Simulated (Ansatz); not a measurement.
One change: `[OH][Zr]([OH])([SH])[SH]` becomes `[OH][Zr]([OH])([OH])[SH]`.

Ansatz, PBE0-D4/def2-TZVP geometries, multiplicity 1. Each molecule was computed in one conformer, which needn't be the lowest.

Elements past krypton have def2 core potentials.

```json
{"property": "ideal-gas entropy at 298 K and 1 bar (rigid rotor, harmonic PBE0-D4/def2-TZVP) / J/(mol·K)", "`[OH][Zr]([OH])([SH])[SH]`": "419"}
{"property": "size of the dipole moment (PBE/def2-TZVPP) / D", "`[OH][Zr]([OH])([SH])[SH]`": "3.13"}
{"property": "zero-point energy (PBE0-D4/def2-TZVP) / kJ/mol", "`[OH][Zr]([OH])([SH])[SH]`": "111.6"}
{"property": "LUMO energy (B3LYP/def2-TZVPP) / eV", "`[OH][Zr]([OH])([SH])[SH]`": "-1.33"}
{"property": "HOMO energy (B3LYP/def2-TZVPP) / eV", "`[OH][Zr]([OH])([SH])[SH]`": "-6.84"}
{"property": "HOMO energy (ωB97M-V/def2-TZVPP) / eV", "`[OH][Zr]([OH])([SH])[SH]`": "-9.20"}
```

(1) Give the same properties after the change, and the shifts. (An estimate is asked.)

Answers

(1) Computed: 
```json
{"property": "ideal-gas entropy at 298 K and 1 bar (rigid rotor, harmonic PBE0-D4/def2-TZVP) / J/(mol·K)", "`[OH][Zr]([OH])([OH])[SH]`": "427", "shift": "8"}
{"property": "size of the dipole moment (PBE/def2-TZVPP) / D", "`[OH][Zr]([OH])([OH])[SH]`": "3.39", "shift": "0.26"}
{"property": "zero-point energy (PBE0-D4/def2-TZVP) / kJ/mol", "`[OH][Zr]([OH])([OH])[SH]`": "119.2", "shift": "7.6"}
{"property": "LUMO energy (B3LYP/def2-TZVPP) / eV", "`[OH][Zr]([OH])([OH])[SH]`": "-0.65", "shift": "0.68"}
{"property": "HOMO energy (B3LYP/def2-TZVPP) / eV", "`[OH][Zr]([OH])([OH])[SH]`": "-6.70", "shift": "0.14"}
{"property": "HOMO energy (ωB97M-V/def2-TZVPP) / eV", "`[OH][Zr]([OH])([OH])[SH]`": "-9.11", "shift": "0.09"}
```

With PBE0 the HOMO rises by 0.14 eV and the LUMO rises by 0.72 eV, so the gap widens by about 0.58 eV. PBE moves the HOMO by 0.18 eV and ωB97M-V by 0.09 eV. Dipoles are sizes alone; their direction can turn. Modes under 60 cm⁻¹, often nearly free rotors, make the harmonic entropy too high.

B3LYP here is the variant with VWN-RPA as its local correlation; programs differ in this.
